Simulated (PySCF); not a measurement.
## Electron correlation in N³⁺ (nitrogen, charge +3)

[He] 2s2, closed-shell 1S. All numbers are calculated (PySCF 2.14, the spin-free X2C one-electron Hamiltonian (Gaussian nucleus), in cc-pVTZ-DK). Frozen: 1s2; 2 electrons correlated.

Total MP2 correlation energy: -49.60 mhartree.

Same-spin part 0.00 and opposite-spin part -49.60 mhartree; SCS-MP2 scales them by 1/3 and 6/5 to -59.52 mhartree.

With two correlated electrons CCSD is exact within the correlated space (frozen core and kept virtual orbitals).

```tsv
level	correlation energy (mhartree)
CCSD	-85.12
```

Diagnostics: T1 = 0.0064, D1 = 0.0091, largest double amplitude 0.154.

A double-excitation amplitude exceeds 0.15, a sign of near-degeneracy.

Cost of the coupled-cluster step: 0.08 s of wall time on 1 thread of Neoverse-V1 (shared host), for 2 correlated electrons.

Iterations:

```
CC2 = 0
CCSD nocc = 1, nmo = 29
frozen orbitals [0]
max_cycle = 100
direct = 0
conv_tol = 1e-08
conv_tol_normt = 1e-06
diis_space = 8
diis_start_cycle = 0
Init t2, MP2 energy = -51.1601365868596  E_corr(MP2) -0.0496012305114251
Init E_corr(CCSD) = -0.0496012305114273
cycle = 1  E_corr(CCSD) = -0.0673163925773385  dE = -0.0177151621  norm(t1,t2) = 0.0639697
cycle = 2  E_corr(CCSD) = -0.0760193346384407  dE = -0.00870294206  norm(t1,t2) = 0.0332016
cycle = 3  E_corr(CCSD) = -0.0852471627664528  dE = -0.00922782813  norm(t1,t2) = 0.0172047
cycle = 4  E_corr(CCSD) = -0.085077730325039  dE = 0.000169432441  norm(t1,t2) = 0.000241753
cycle = 5  E_corr(CCSD) = -0.0851321511862319  dE = -5.44208612e-05  norm(t1,t2) = 7.76012e-05
cycle = 6  E_corr(CCSD) = -0.0851197438774314  dE = 1.24073088e-05  norm(t1,t2) = 2.61371e-05
cycle = 7  E_corr(CCSD) = -0.0851178511371068  dE = 1.89274032e-06  norm(t1,t2) = 3.37587e-06
cycle = 8  E_corr(CCSD) = -0.0851178828171151  dE = -3.16800083e-08  norm(t1,t2) = 1.23711e-07
cycle = 9  E_corr(CCSD) = -0.0851178932616256  dE = -1.04445105e-08  norm(t1,t2) = 6.305e-08
cycle = 10  E_corr(CCSD) = -0.0851179178126044  dE = -2.45509788e-08  norm(t1,t2) = 4.31543e-08
cycle = 11  E_corr(CCSD) = -0.0851179164457556  dE = 1.3668488e-09  norm(t1,t2) = 5.87248e-09
CCSD converged
E(CCSD) = -51.19565327279388  E_corr = -0.08511791644575564
```
